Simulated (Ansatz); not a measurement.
```yaml
crystal:
  periodic: [false, false, false]
  atoms:
    - {symbol: Br, position_ang: [-1.102077, -0.002242, 2.169687]}
    - {symbol: Sn, position_ang: [0.009959, -0.014767, -0.008288]}
    - {symbol: Br, position_ang: [2.078790, -1.310237, 0.140210]}
    - {symbol: Br, position_ang: [-1.468311, -1.027410, -1.672509]}
    - {symbol: Br, position_ang: [0.531438, 2.280857, -0.670501]}
basis:
  gaussian: {orbitals: def2-TZVPD, point_charges: [{charge: 0.50, position_ang: [5.424, -0.919, 0.178]}]}
total_charge: 2
magnetization: {spin_polarized: true, initial_magnetization: 0}
hamiltonian: {xc: {name: r2SCAN0}}
output: {forces: true}
```

```sh
$ ansatz run in.yaml --threads 2 --pin off --events-out ev --progress --plain --max-ram 22528MiB --backend cuda --devices 0, --max-vram 18GiB
```

Shortened log:

```
Functional definition: r2SCAN0
1953 factors; integrals over basis functions are off by at most 1.0e-3 eV
mean field evaluation 1: about -285989.2120 eV, gradient 2.1e1 eV
mean field evaluation 2: about -285965.8971 eV, gradient 5.5e1 eV
mean field evaluation 4: about -285989.0955 eV, gradient 1.9e1 eV
mean field evaluation 8: about -285992.4715 eV, gradient 2.2e-1 eV
mean field evaluation 16: about -285993.5231 eV, gradient 2.5e-1 eV
mean field evaluation 32: about -285993.5283 eV, gradient 6.0e-6 eV
mean field -285993.52832925 eV, -10510.0683127241 hartree, gradient 6.0e-6 eV, S^2 1.025335; 10 other end points of the search recorded, 0 dependent functions left out
reference -285993.52834361 eV, -10510.0683132515 hartree; 80, 80 occupied and 204, 204 virtual orbitals, 1953 factors
Total energy: -285993.52834361 eV, -10510.0683132515 hartree
Atom 0 at    -1.102077    -0.002242     2.169687 Å, force    -0.338581    -0.131188     1.054086 eV/Å
Atom 1 at     0.009959    -0.014767    -0.008288 Å, force     0.906405    -0.063438    -0.738507 eV/Å
Atom 2 at     2.078790    -1.310237     0.140210 Å, force    -0.494541    -0.039991     0.275854 eV/Å
Atom 3 at    -1.468311    -1.027410    -1.672509 Å, force    -0.273493     0.102415    -0.361648 eV/Å
Atom 4 at     0.531438     2.280857    -0.670501 Å, force    -0.237418     0.133850    -0.244039 eV/Å
Dipole moment:    -0.712477     0.151541     0.195079 e Å
```

Problem. Something in this input is off. What?

Solution. The charge is far from anything that the molecule holds. The run converged. The result belongs to that input, not to the molecule as meant.
